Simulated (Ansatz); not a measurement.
## A relaxation, step by step

GeSiH4F2, singlet, PBE0-D4/def2-TZVP (Ansatz 0.2.0). Settings:

```yaml
hamiltonian: {xc: pbe0, dispersion: d4}
relax: {f_tol: 0.005, max_steps: 200}
```

Start, a step off a saddle point along its unstable mode:

```xyz
8
angstrom
Si -0.7535 -0.7843 0.0094
Ge 0.9013 1.0735 0.6333
H 0.0888 -0.0982 -0.8954
F 0.5443 2.4945 -0.4069
F 2.4493 0.8100 0.1665
H -1.2109 -0.9320 1.4485
H -2.0027 -0.5447 -0.7221
H -0.0165 -2.0189 -0.2332
```

| step | energy less the last (meV) | largest force component (eV/Å) |
| --- | --- | --- |
| 1 | 1520.2 | 3.405 |
| 3 | 264.4 | 0.607 |
| 5 | 68.3 | 0.098 |
| 7 | 60.7 | 0.041 |
| 9 | 60.2 | 0.040 |
| 11 | 60.1 | 0.004 |
| 13 | 59.8 | 0.049 |
| 15 (rejected trial) | 59.5 | 0.140 |
| 17 | 57.5 | 0.140 |
| 19 | 55.1 | 0.176 |
| 21 | 47.8 | 0.266 |
| 23 | 34.9 | 0.352 |
| 25 | 26.8 | 0.070 |
| 27 | 18.3 | 0.244 |
| 29 | 13.5 | 0.357 |
| 31 (rejected trial) | 13.3 | 0.357 |
| 33 | 1.2 | 0.020 |
| 35 | 0.3 | 0.047 |
| 37 | 0.0 | 0.003 |
| 39 | 0.0 | 0.004 |

Step 23, positions (Å) and forces (eV/Å):

```tsv
atom	x	y	z	Fx	Fy	Fz
Si1	-0.924	-0.985	-0.055	0.073	-0.008	0.008
Ge2	1.199	1.864	0.733	0.060	-0.038	-0.352
H3	-0.578	0.470	-0.145	-0.033	0.003	0.004
F4	1.227	2.489	-0.914	0.016	-0.103	0.293
F5	2.190	0.439	0.444	-0.064	0.118	0.046
H6	-0.976	-1.341	1.386	-0.005	-0.009	-0.045
H7	-2.254	-1.164	-0.687	-0.009	-0.006	0.020
H8	0.114	-1.772	-0.762	-0.038	0.043	0.026
```

Step 35, positions (Å) and forces (eV/Å):

```tsv
atom	x	y	z	Fx	Fy	Fz
Si1	-0.856	-0.878	-0.065	-0.003	-0.029	0.022
Ge2	1.063	1.936	0.522	0.019	0.009	-0.032
H3	-0.821	0.606	0.198	-0.001	-0.008	-0.005
F4	1.388	1.847	-1.199	-0.009	-0.009	0.047
F5	1.878	0.442	0.965	-0.008	0.007	-0.009
H6	-0.634	-1.567	1.228	-0.003	0.017	-0.025
H7	-2.210	-1.182	-0.594	0.007	0.006	0.003
H8	0.191	-1.205	-1.055	-0.002	0.006	0.000
```

Step 37, positions (Å) and forces (eV/Å):

```csv
atom,x,y,z,Fx,Fy,Fz
Si1,-0.857,-0.877,-0.066,-0.002,0.001,0.000
Ge2,1.072,1.942,0.521,-0.002,0.003,0.001
H3,-0.828,0.605,0.198,0.001,0.000,0.000
F4,1.392,1.837,-1.198,0.001,-0.002,0.000
F5,1.871,0.442,0.971,0.001,-0.001,0.000
H6,-0.626,-1.566,1.224,0.000,-0.001,0.000
H7,-2.211,-1.187,-0.589,0.002,0.000,0.001
H8,0.188,-1.196,-1.061,-0.001,0.000,-0.001
```

Last step (39):

```csv
atom,x (Å),y (Å),z (Å)
Si1,-0.8566,-0.8762,-0.0669
Ge2,1.0699,1.9449,0.5176
H3,-0.8287,0.6054,0.2017
F4,1.3945,1.8233,-1.1994
F5,1.8672,0.4483,0.9829
H6,-0.6182,-1.5702,1.2186
H7,-2.2120,-1.1860,-0.5859
H8,0.1840,-1.1896,-1.0685
```

Hardware: 4 CPU threads of an Arm Neoverse V1, shared host. Wall time about 94 s.
